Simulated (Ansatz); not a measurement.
Consider the formal exchange of groups at the In–O bond: `[NH2][In]([OH])[O][SiH3]` + `NC(O)O` → `[NH2][In]([NH2])[OH]` + `OC(O)O[SiH3]`.

Program: Ansatz. Geometries: PBE0-D4/def2-TZVP. ΔE: electronic, gas phase. CCSD(T)/CBS adds triple-zeta CCSD(T) − MP2 to the extrapolated MP2 energy (def2 sets, frozen cores). DFT in def2-TZVPP. B3LYP here is the variant with VWN-RPA as its local correlation; programs differ in this. Elements past krypton have def2 core potentials. For In outer-core shells are correlated without core-valence functions, which leaves a few kJ/mol of doubt a bond. Each species was taken in one conformer, which may not be the lowest.

```tsv
level	ΔE (kcal/mol)
PBE0-D4	9.7
ωB97X-V	9.9
ωB97M-V	9.5
B3LYP	10.0
```

Q: What does CCSD(T)/CBS give? (An estimate is asked.)

A: The calculation gave: +10.6 kcal/mol. The listed levels differ from it by -0.9, -0.7, -1.1, -0.6 kcal/mol.

Largest T1 diagnostic among the species: 0.016.

CCSD(T)/CBS has its own doubt, a few kJ/mol and more with outer-core shells, so smaller differences from it don't rank the levels.
